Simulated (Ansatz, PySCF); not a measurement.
Reaction (SMILES): O[SiH](O)O [trihydroxysilane] + H+ → O[SiH](O)[OH2+]
Structures are relaxed separately at B3LYP-D3(BJ)/def2-TZVP in Ansatz (a quantum-chemistry and plane-wave program), one conformer each, not searched for the lowest. Frequencies are from Ansatz or PySCF.

Wanted: proton affinity (enthalpy at 298 K, with B3LYP-D3(BJ) rigid-rotor harmonic-oscillator terms), positive where the reaction releases energy, in kcal/mol. Cores are frozen in the correlated levels unless marked. Spin-orbit coupling is left out. No relativistic terms. CBS marks a two-point X^-3 extrapolation of the correlation energy; Hartree-Fock from the larger set.

```csv
level,program,proton affinity (kcal/mol),minus last row
HF/cc-pV(Q+d)Z,Ansatz,187.6,4.4
BLYP-D4/def2-TZVPD,Ansatz + dftd4,181.7,-1.5
r2SCAN-D3(BJ)/def2-TZVPD,Ansatz + dftd3,183.5,0.3
B97M-V/def2-TZVPD,Ansatz,183.2,0.0
B2GP-PLYP-D4/def2-TZVPD,Ansatz + dftd4,182.1,-1.1
RPA@PBE/cc-pV(Q+d)Z,Ansatz,187.1,3.9
SCS-MP2/cc-pwCVTZ,Ansatz,185.9,2.7
CCSD/STO-3G,Ansatz,269.0,85.8
CCSD(T)/cc-pVTZ,Ansatz,186.5,3.3
"CCSD(T)/CBS(cc-pV(T+d)Z,cc-pV(Q+d)Z)",Ansatz,183.2,0.0
```
